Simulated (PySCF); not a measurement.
Te(Br)(OSiH3) (BrH3OSiTe), SMILES [SiH3]O[Te]Br. Atoms are numbered in the order given.

```xyz
7

Te     0.2839     0.0292     0.9493
Br    -1.6830     0.6973    -0.5135
O      1.7012    -0.1526    -0.4398
Si     1.7886    -1.3910    -1.5805
H      1.7022    -2.7245    -0.9163
H      3.1052    -1.2343    -2.2536
H      0.6864    -1.2694    -2.5749
```

The structure is a stationary point at B3LYP-D3(BJ)/def2-SVP. This is a generated structure with no PubChem entry under its InChIKey; it may be hypothetical. The def2 effective core potentials stand for the cores of Te; spin–orbit coupling is left out. The values are those of a single conformer.

Level of theory: TDDFT-M06-2X/def2-SVPD (PySCF).

Vertical excitations. Isolated molecule, no solvent.

Question: Estimate the UV-visible absorptions. (An estimate is asked for; the answer gives what the named calculation found.)

Answer: 
| state | energy (eV) | λ (nm) | f | main pairs |
|---|---|---|---|---|
| S1 | 2.19 | 566 | 0.001 | HOMO→LUMO 98 % |
| S2 | 2.92 | 425 | 0.001 | HOMO→LUMO+1 94 % |
| S3 | 4.59 | 270 | 0.005 | HOMO−1→LUMO 95 % |
| S4 | 4.86 | 255 | 0.001 | HOMO−2→LUMO 57 %, HOMO−3→LUMO 38 % |
| S5 | 5.56 | 223 | 0.004 | HOMO−2→LUMO+1 62 %, HOMO−3→LUMO+1 22 % |
| S6 | 5.70 | 217 | 0.031 | HOMO−3→LUMO 34 %, HOMO−1→LUMO+1 34 %, HOMO−2→LUMO 22 % |
| S7 | 5.79 | 214 | 0.045 | HOMO→LUMO+2 91 % |
| S8 | 6.10 | 203 | 0.010 | HOMO−3→LUMO+1 63 %, HOMO−2→LUMO+1 25 % |
| S9 | 6.16 | 201 | 0.072 | HOMO−1→LUMO+1 44 %, HOMO−4→LUMO 18 %, HOMO−3→LUMO 11 %, HOMO−2→LUMO 10 % |
| S10 | 6.35 | 195 | 0.016 | HOMO−4→LUMO 65 % |
| T1 | 1.60 | 777 | 0 | HOMO→LUMO 96 % |
| T2 | 2.20 | 564 | 0 | HOMO→LUMO+1 92 % |
| T3 | 4.16 | 298 | 0 | HOMO−1→LUMO 93 % |
| T4 | 4.43 | 280 | 0 | HOMO−2→LUMO 64 %, HOMO−3→LUMO 28 % |
Triplets are in the Tamm–Dancoff approximation, which puts them higher than full response would, so one can lie above its singlet here.
